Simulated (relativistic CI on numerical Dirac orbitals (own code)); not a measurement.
Energy levels of Pd XVII

These numbers are calculated, not measured: Dirac-Coulomb-Breit CI, KLI orbitals optimised for each configuration, model QED (radiative potential, 1s self-energy scaled to tabulated hydrogen-like ionisation energies), unscaled Slater integrals (own radial code, finite nucleus).

CI space (outside the closed core [Ar]): 3d¹⁰4s², 3d¹⁰4s4p, 3d¹⁰4p², 3d¹⁰4s4d, 3d¹⁰4d², 3d¹⁰4s4f, 3d¹⁰4p4d, 3d¹⁰4f², 3d¹⁰4p4f, 3d¹⁰4s5s, 3d¹⁰4d4f, 3d¹⁰4s5p, 3d¹⁰4s5d, 3d¹⁰4s5f, 3d¹⁰4s5g, 3d¹⁰4s6s, 3d¹⁰4s6p, 3d¹⁰4s6d, 3d¹⁰4s6f, 3d¹⁰4s7s, 3d⁹4s²4p, 3d⁹4s²4d, 3d⁹4s²4f, 3d⁹4s²5s, 3d⁹4s²5p, 3d⁹4s²5d. Double excitations out of closed p, d and f shells are left out; levels of such configurations are missing from the list, as are those of other unlisted configurations, and high levels can miss mixing partners. These lack a partner that the ground configuration has and come out too high: 3d⁹4s²4p, 3d⁹4s²4d, 3d⁹4s²4f, 3d⁹4s²5s, 3d⁹4s²5p.

| No. | Configuration | Term | J | E (eV) | % | Landé g |
| --- | --- | --- | --- | --- | --- | --- |
| 1 | 3d¹⁰4s² | ¹S | 0 | 0.000 | 98 |  |
| 2 | 3d¹⁰4s4p | ³P° | 0 | 31.332 | 100 |  |
| 3 | 3d¹⁰4s4p | ³P° | 1 | 32.897 | 95 | 1.476 |
| 4 | 3d¹⁰4s4p | ³P° | 2 | 38.130 | 100 | 1.500 |
| 5 | 3d¹⁰4s4p | ¹P° | 1 | 47.968 | 94 | 1.022 |
| 6 | 3d¹⁰4p² | ³P | 0 | 73.551 | 86 |  |
| 7 | 3d¹⁰4p² | ³P | 1 | 78.258 | 100 | 1.500 |
| 8 | 3d¹⁰4p² | ¹D | 2 | 78.542 | 60 | 1.170 |
| 9 | 3d¹⁰4p² | ³P | 2 | 84.911 | 66 | 1.328 |
| 10 | 3d¹⁰4p² | ¹S | 0 | 91.998 | 84 |  |
| 11 | 3d¹⁰4s4d | ³D | 1 | 101.434 | 100 | 0.498 |
| 12 | 3d¹⁰4s4d | ³D | 2 | 101.870 | 99 | 1.165 |
| 13 | 3d¹⁰4s4d | ³D | 3 | 102.619 | 100 | 1.333 |
| 14 | 3d¹⁰4s4d | ¹D | 2 | 110.047 | 88 | 1.001 |
| 15 | 3d¹⁰4p4d | ³F° | 2 | 134.590 | 83 | 0.721 |
| 16 | 3d¹⁰4p4d | ³F° | 3 | 137.650 | 90 | 1.093 |
| 17 | 3d¹⁰4p4d | ¹D° | 2 | 139.706 | 48 | 1.148 |
| 18 | 3d¹⁰4p4d | ³D° | 1 | 141.926 | 63 | 0.818 |
| 19 | 3d¹⁰4p4d | ³F° | 4 | 142.100 | 98 | 1.250 |
| 20 | 3d¹⁰4p4d | ¹D° | 2 | 144.409 | 35 | 1.160 |
| 21 | 3d¹⁰4p4d | ³P° | 0 | 146.535 | 100 |  |
| 22 | 3d¹⁰4p4d | ³D° | 3 | 146.870 | 78 | 1.266 |
| 23 | 3d¹⁰4p4d | ³P° | 1 | 146.889 | 69 | 1.195 |
| 24 | 3d¹⁰4p4d | ³D° | 2 | 147.460 | 54 | 1.302 |
| 25 | 3d¹⁰4p4d | ¹F° | 3 | 150.811 | 66 | 1.055 |
| 26 | 3d¹⁰4p4d | ¹P° | 1 | 154.756 | 89 | 0.985 |
| 27 | 3d¹⁰4s4f | ³F° | 2 | 166.409 | 99 | 0.665 |
| 28 | 3d¹⁰4s4f | ³F° | 3 | 166.469 | 98 | 1.083 |
| 29 | 3d¹⁰4s4f | ³F° | 4 | 166.556 | 98 | 1.250 |
| 30 | 3d¹⁰4s4f | ¹F° | 3 | 173.100 | 81 | 1.000 |

Energies count from the lowest computed level; ° marks odd parity.

The mean weight of the leading LS term, summed over parents, in these 30 levels is 84 %, and that of the leading jj configuration (from the same eigenvectors) 82 %.

At this charge energies of transitions that change n are usually good to better than 1 %, and those within a shell (Δn = 0) to a few per cent.

LS names give the leading component of a level, which can be under half, so a name can repeat, a term be missing and a line seem to break the LS rules.
